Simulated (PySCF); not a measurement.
# Finite-field polarisability of N (nitrogen, neutral)

[He] 2s2 2p3, high-spin 4S determinant. Computed with PySCF 2.14 in aug-cc-pVQZ (6s5p4d3f2g, 80 functions), with the non-relativistic Hamiltonian (point nucleus). Frozen: 1s2. Energy changes in a uniform field (μhartree):

```
axis  F (au)        HF       MP2      CCSD   CCSD(T)
   x  0.0053  -100.762  -100.998  -101.686  -102.421
   x  0.0106  -403.249  -404.263  -407.023  -409.973
```

(1) Derive α along x at CCSD(T) from the two fields.

(2) And the mean polarisability at each level?

Answers

(1) With ΔE = −αF²/2 − γF⁴/24, α = −(16 ΔE(F) − ΔE(2F))/(6F²) = 7.291 bohr³.

(2) HF 7.173, MP2 7.189, CCSD 7.238, CCSD(T) 7.291 bohr³. Reference: 7.4 ± 0.2 bohr³ (recommended; Schwerdtfeger and Nagle, table of static dipole polarizabilities (2023 update)).
